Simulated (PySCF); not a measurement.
C4H7Cl. Atoms are numbered in the order given.

```xyz
12

C     -2.9193     0.2457    -0.1162
C     -1.8141    -0.3861    -0.5131
C     -0.4451     0.2191    -0.5498
C      0.4958    -0.4790     0.4177
Cl     2.1501     0.1933     0.3243
H     -3.8918    -0.2534    -0.1088
H     -2.8929     1.2910     0.2089
H     -1.8878    -1.4347    -0.8305
H     -0.0210     0.1376    -1.5654
H     -0.4896     1.2917    -0.3046
H      0.5733    -1.5540     0.1996
H      0.1548    -0.3625     1.4557
```
Charge 0, spin multiplicity 1.

Coordinates come from a PBE0-D3(BJ)/def2-SVP optimisation. The values are those of a single conformer.

Level of theory: PBE/def2-TZVP in PySCF.

The molecule is in vacuum.

Question: Estimate the frontier levels, gap, dipole moment and polarisability. (Estimate from the structure and the level; the computed values follow.)

Answer: 
* **highest occupied level**: -6.59 eV
* **lowest empty level**: -1.26 eV
* **orbital gap**: 5.33 eV
* **dipole moment**: 1.80 D
* **quadrupole, principal values (traceless, Buckingham form, about the centre of nuclear charge)**: -3.99, 0.10, 3.89 D·Å
* **mean static polarisability**: 63.5 bohr³ (9.41 Å³)
* **polarisability, principal values**: 47.6, 54.7, 88.2 bohr³
